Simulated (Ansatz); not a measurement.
Relaxation of C$_{2}$H$_{7}$AlO$_{2}$S (13 atoms, charge 0, multiplicity 1), to a largest force component of 0.02 eV/Å in at most 50 steps.

The calculation used Ansatz, RKS B3LYP-D4/def2-SVP.

```xyz
13
Properties=species:S:1:pos:R:3:forces:R:3
C -1.367 -1.410 -1.649 -1.47 2.11 -0.80
S 0.347 -1.702 -1.365 0.63 0.59 0.33
C 0.614 -0.186 -0.403 3.00 -0.96 0.27
O 0.051 -0.282 0.838 -0.63 0.51 0.28
Al 0.260 1.235 1.825 3.68 1.87 2.83
O 1.705 1.367 2.963 -2.24 -0.43 -1.89
H -1.814 -2.185 -2.269 -0.14 -0.37 -0.11
H -1.927 -1.300 -0.705 -0.02 -0.41 0.03
H -1.534 -0.392 -2.169 0.32 -1.32 0.38
H 1.747 -0.107 -0.206 -1.31 0.24 -0.59
H -0.863 0.609 0.978 -2.44 -1.80 -0.72
H -0.723 2.487 1.722 0.20 -0.09 -0.24
H 2.380 1.747 2.382 0.43 0.07 0.23
```

**Question.** Where does it end, and by what steps?

**Answer.** The forces met the threshold. The force dipped under the threshold on the way, but the program's further checks kept it going. After 32 steps the energy has fallen by 5.818 eV; H11 moved furthest, 1.95 Å.

| step | energy less start (eV) | largest force component (eV/Å) | accepted |
| --- | --- | --- | --- |
| 0 | 0.0000 | 3.678 | yes |
| 2 | -1.3395 | 0.902 | yes |
| 4 | -2.2392 | 2.674 | yes |
| 6 | -3.8507 | 1.219 | yes |
| 8 | -4.7778 | 1.317 | yes |
| 10 | -5.3524 | 0.558 | yes |
| 12 | -5.5245 | 0.977 | yes |
| 14 | -5.5587 | 1.841 | no |
| 16 | -5.6706 | 0.441 | yes |
| 18 | -5.7802 | 0.173 | yes |
| 20 | -5.8004 | 0.073 | yes |
| 22 | -5.8124 | 0.275 | yes |
| 24 | -5.8160 | 0.093 | yes |
| 26 | -5.8172 | 0.030 | yes |
| 28 | -5.8177 | 0.073 | yes |
| 30 | -5.8178 | 0.016 | yes |
| 32 | -5.8179 | 0.004 | yes |

```xyz
13
Properties=species:S:1:pos:R:3
C -1.259 -1.430 -1.808
S 0.513 -1.589 -1.415
C 0.651 -0.473 -0.112
O -0.295 0.189 0.327
Al -0.066 1.424 1.873
O 1.639 1.049 2.050
H -1.458 -2.131 -2.629
H -1.861 -1.691 -0.928
H -1.483 -0.402 -2.121
H 1.655 -0.364 0.343
H -1.050 0.738 2.918
H -0.424 2.847 1.243
H 2.316 1.712 2.203
```

Run time: 2.1 min on 2 threads of Intel(R) Xeon(R) Platinum 8488C (Sapphire Rapids), with other jobs on the host, peak memory 0.34 GiB.
